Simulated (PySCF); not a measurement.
F$_{7}$Re, singlet, at a GFN2-xTB geometry (such geometries of metal compounds can be far from the true shape) (core potentials on Re); BLYP/def2-SVP run with PySCF.

The PySCF input:
```python
from pyscf import gto, scf, dft

mol = gto.Mole()
mol.atom = '''
    Re    0.000000    0.000000    0.000000
    F     0.265481    1.806122   -0.292297
    F     0.043808   -0.289320   -1.747939
    F    -0.043808    0.289320    1.747939
    F    -1.657493    0.800273   -0.174002
    F     0.860310   -1.610841    0.288189
    F    -1.289868   -1.311526    0.184757
    F     1.821569    0.315972   -0.006647
'''
mol.basis = 'def2-svp'
mol.ecp = {'Re': 'def2-svp'}
mol.charge = 0
mol.spin = 0
mol.verbose = 4
mol.build()

mf = dft.RKS(mol)
mf.xc = 'blyp'
mf.kernel()
mf.analyze()
```

### Question
Write the output that PySCF gives for this input, abridged.

### Answer

```
PySCF version 2.14.0

[INPUT] verbose = 4
[INPUT] num. atoms = 8
[INPUT] num. electrons = 78
[INPUT] charge = 0
[INPUT] spin (= nelec alpha-beta = 2S) = 0
[INPUT] symmetry False subgroup None
[INPUT] Mole.unit = angstrom
[INPUT] Symbol           X                Y                Z      unit          X                Y                Z       unit  Magmom
[INPUT]  1 Re     0.000000000000   0.000000000000   0.000000000000 AA    0.000000000000   0.000000000000   0.000000000000 Bohr   0.0
[INPUT]  2 F      0.265481000000   1.806122000000  -0.292297000000 AA    0.501686381276   3.413075927552  -0.552361277032 Bohr   0.0
[INPUT]  3 F      0.043808000000  -0.289320000000  -1.747939000000 AA    0.082785122065  -0.546735562359  -3.303125992446 Bohr   0.0
[INPUT]  4 F     -0.043808000000   0.289320000000   1.747939000000 AA   -0.082785122065   0.546735562359   3.303125992446 Bohr   0.0
[INPUT]  5 F     -1.657493000000   0.800273000000  -0.174002000000 AA   -3.132207823384   1.512296794884  -0.328816125127 Bohr   0.0
[INPUT]  6 F      0.860310000000  -1.610841000000   0.288189000000 AA    1.625750282225  -3.044048320221   0.544598282112 Bohr   0.0
[INPUT]  7 F     -1.289868000000  -1.311526000000   0.184757000000 AA   -2.437497256840  -2.478424945246   0.349140129596 Bohr   0.0
[INPUT]  8 F      1.821569000000   0.315972000000  -0.006647000000 AA    3.442266526998   0.597100543031  -0.012561009550 Bohr   0.0

nuclear repulsion = 612.838853175648
number of shells = 54
number of NR pGTOs = 225
number of NR cGTOs = 130
basis = def2-svp
ecp = {'Re': 'def2-svp'}

******** <class 'pyscf.dft.rks.RKS'> ********
method = RKS
initial guess = minao
damping factor = 0
level_shift factor = 0
DIIS = <class 'pyscf.scf.diis.CDIIS'>
diis_start_cycle = 1
diis_space = 8
diis_damp = 0
SCF conv_tol = 1e-09
SCF conv_tol_grad = None
SCF max_cycles = 50
direct_scf = True
direct_scf_tol = 1e-13
XC library pyscf.dft.libxc version 7.1.2
    S. Lehtola, C. Steigemann, M. J. T. Oliveira, and M. A. L. Marques,  SoftwareX 7, 1–5 (2018)
XC functionals = blyp
    A. D. Becke,  Phys. Rev. A 38, 3098 (1988)
    C. Lee, W. Yang, and R. G. Parr,  Phys. Rev. B 37, 785 (1988)
    B. Miehlich, A. Savin, H. Stoll, and H. Preuss,  Chem. Phys. Lett. 157, 200 (1989)
radial grids:
    Treutler-Ahlrichs [JCP 102, 346 (1995); DOI:10.1063/1.469408] (M4) radial grids

becke partition: Becke, JCP 88, 2547 (1988); DOI:10.1063/1.454033
pruning grids: <function nwchem_prune>
grids dens level: 3
symmetrized grids: False
atomic radii adjust function: <function treutler_atomic_radii_adjust>
small_rho_cutoff = 0
Set gradient conv threshold to 3.16228e-05
Initial guess from minao.
tot grids = 124144
init E= -764.807522980541
  HOMO = -0.637909021415414  LUMO = -0.384223375421618  gap/eV = 6.90314
cycle= 1 E= -775.765858157509  delta_E=  -11  |g|=  2.2  |ddm|= 7.95

WARN: HOMO -0.235113025841953 == LUMO -0.235102550863187

cycle= 2 E= -765.747764064915  delta_E=   10  |g|= 6.89  |ddm|= 7.03
  HOMO = -0.324811523031601  LUMO = -0.183665713746101  gap/eV = 3.84077
cycle= 3 E= -776.307030073828  delta_E= -10.6  |g|= 1.46  |ddm|= 6.23
  HOMO = -0.289063070991084  LUMO = -0.229845879483648  gap/eV = 1.61138
cycle= 4 E= -776.529641520674  delta_E= -0.223  |g|= 1.01  |ddm|= 1.78
  HOMO = -0.333134300412961  LUMO = -0.257499731712329  gap/eV = 2.05812
cycle= 5 E= -776.71664932476  delta_E= -0.187  |g|= 0.106  |ddm|= 0.731
  HOMO = -0.321398127356851  LUMO = -0.239242275424051  gap/eV = 2.23557
cycle= 6 E= -776.717788072922  delta_E= -0.00114  |g|= 0.0777  |ddm|= 0.142
  HOMO = -0.323930173093743  LUMO = -0.242600479577687  gap/eV = 2.21309
cycle= 7 E= -776.71812837003  delta_E= -0.00034  |g|= 0.0673  |ddm|= 0.0967
  HOMO = -0.325129890630006  LUMO = -0.24434332111585  gap/eV = 2.19831
cycle= 8 E= -776.718990365303  delta_E= -0.000862  |g|= 0.0092  |ddm|= 0.0492
  HOMO = -0.32487115578131  LUMO = -0.244349194577944  gap/eV = 2.19111
cycle= 9 E= -776.71900166394  delta_E= -1.13e-05  |g|= 0.0063  |ddm|= 0.00909
  HOMO = -0.324748903506464  LUMO = -0.244216822029463  gap/eV = 2.19139
cycle= 10 E= -776.71900927087  delta_E= -7.61e-06  |g|= 0.000342  |ddm|= 0.00486
  HOMO = -0.324758519639541  LUMO = -0.244246579777567  gap/eV = 2.19084
cycle= 11 E= -776.719009290302  delta_E= -1.94e-08  |g|= 0.000105  |ddm|= 0.000309
  HOMO = -0.324765403979342  LUMO = -0.244246543989392  gap/eV = 2.19103
cycle= 12 E= -776.719009287426  delta_E= 2.88e-09  |g|= 0.000161  |ddm|= 0.000192
  HOMO = -0.324763553746521  LUMO = -0.244244911111374  gap/eV = 2.19102
cycle= 13 E= -776.719009292197  delta_E= -4.77e-09  |g|= 3.67e-05  |ddm|= 0.000124
  HOMO = -0.32476188243405  LUMO = -0.244244915516004  gap/eV = 2.19098
cycle= 14 E= -776.719009292458  delta_E= -2.61e-10  |g|= 7.46e-06  |ddm|= 2.74e-05
  HOMO = -0.324761288478019  LUMO = -0.244245150149787  gap/eV = 2.19096
Extra cycle  E= -776.719009292342  delta_E= 1.16e-10  |g|= 2.61e-05  |ddm|= 2.62e-05
converged SCF energy = -776.719009292342
**** SCF Summaries ****
Total Energy =                        -776.719009292341980
Nuclear Repulsion Energy =             612.838853175647728
One-electron Energy =                -2327.100753257092492
Two-electron Energy =                  937.542890789102898
Two-electron Coulomb Energy =         1019.209447268025656
DFT Exchange-Correlation Energy =      -81.666556478922729
HOMO-LUMO gap [eV] =                     2.190955720889245
**** MO energy ****
MO #1   energy= -24.3851618092246  occ= 2
MO #2   energy= -24.3848659697683  occ= 2
MO #3   energy= -24.3378804557699  occ= 2
MO #4   energy= -24.3377209089872  occ= 2
MO #5   energy= -24.337713801314   occ= 2
MO #6   energy= -24.3375375654519  occ= 2
MO #7   energy= -24.3375302970413  occ= 2
MO #8   energy= -3.35739886214915  occ= 2
MO #9   energy= -1.95592004467461  occ= 2
MO #10  energy= -1.94424440955946  occ= 2
MO #11  energy= -1.94424392295205  occ= 2
MO #12  energy= -1.16029594698502  occ= 2
MO #13  energy= -1.12867092260852  occ= 2
MO #14  energy= -1.11326278179356  occ= 2
MO #15  energy= -1.07926254695388  occ= 2
MO #16  energy= -1.07925617706186  occ= 2
MO #17  energy= -1.07630324821481  occ= 2
MO #18  energy= -1.07630041194842  occ= 2
MO #19  energy= -0.574782386605023 occ= 2
MO #20  energy= -0.548130590967886 occ= 2
MO #21  energy= -0.548129876945416 occ= 2
MO #22  energy= -0.539056460452566 occ= 2
MO #23  energy= -0.539048998779513 occ= 2
MO #24  energy= -0.510344787004826 occ= 2
MO #25  energy= -0.457977454598989 occ= 2
MO #26  energy= -0.457098934965781 occ= 2
MO #27  energy= -0.457098151547519 occ= 2
MO #28  energy= -0.42900318704527  occ= 2
MO #29  energy= -0.428999285152519 occ= 2
MO #30  energy= -0.428241509008386 occ= 2
MO #31  energy= -0.427952409307194 occ= 2
MO #32  energy= -0.427951579783164 occ= 2
MO #33  energy= -0.398002446619662 occ= 2
MO #34  energy= -0.397999717854304 occ= 2
MO #35  energy= -0.390296819762734 occ= 2
MO #36  energy= -0.390292177765333 occ= 2
MO #37  energy= -0.361273815646114 occ= 2
MO #38  energy= -0.361267792594139 occ= 2
MO #39  energy= -0.324761288478019 occ= 2
MO #40  energy= -0.244245150149787 occ= 0
MO #41  energy= -0.244244188402284 occ= 0
MO #42  energy= -0.128480811301251 occ= 0
MO #43  energy= -0.128477099533129 occ= 0
MO #44  energy= -0.0317594073318688 occ= 0
MO #45  energy= 0.0148643231961394 occ= 0
MO #46  energy= 0.0562734669688927 occ= 0
MO #47  energy= 0.0712935248356502 occ= 0
Dipole moment(X, Y, Z, Debye):  0.00001,  0.00004, -0.00000
```
